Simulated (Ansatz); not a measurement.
Stepwise reaction of `CS[Si]SC` with hydrogen chloride, as a gas-phase model of exchange steps in deposition or etching. ΔE in kJ/mol.

Program: Ansatz. Geometries: PBE0-D4/def2-TZVP. ΔE: electronic, gas phase. CCSD(T)/CBS is the MP2 limit (def2-TZVPP, def2-QZVPP) plus CCSD(T) − MP2 in def2-TZVPP, frozen cores. This one scheme is used for every species. DFT in def2-TZVPP. B3LYP here is the variant with VWN-RPA as its local correlation; programs differ in this. Each species was taken in one conformer, which may not be the lowest.

| step | reaction | PBE-D4 | B3LYP-D4 | ωB97M-V | CCSD(T)/CBS |
| --- | --- | --- | --- | --- | --- |
| 1 | `CS[Si]SC` + HCl → `CS[Si]Cl` + CH₃SH | -42.1 | -47.9 | -53.3 | -45.6 |

Question: Give the row of step 2, `CS[Si]Cl` + HCl → `Cl[Si]Cl` + CH₃SH. (Best estimate.)

Answer: The calculation gave: 
```tsv
step	reaction	PBE-D4	B3LYP-D4	ωB97M-V	CCSD(T)/CBS
2	`CS[Si]Cl` + HCl → `Cl[Si]Cl` + CH₃SH	-17.0	-24.2	-30.4	-23.2
```

Question: By hand: ΔE of the 2 steps together at CCSD(T)/CBS.

Answer: (-45.6) + (-23.2) = -68.8 kJ/mol, or -34.4 kJ/mol a step.

In ΔE each step is higher than the one before. All are downhill at CCSD(T)/CBS. PBE-D4 differs from CCSD(T)/CBS by 3.5 to 6.2 kJ/mol a step. Isolated molecules leave out the surface, adducts and barriers. Largest T1 diagnostic: 0.015.
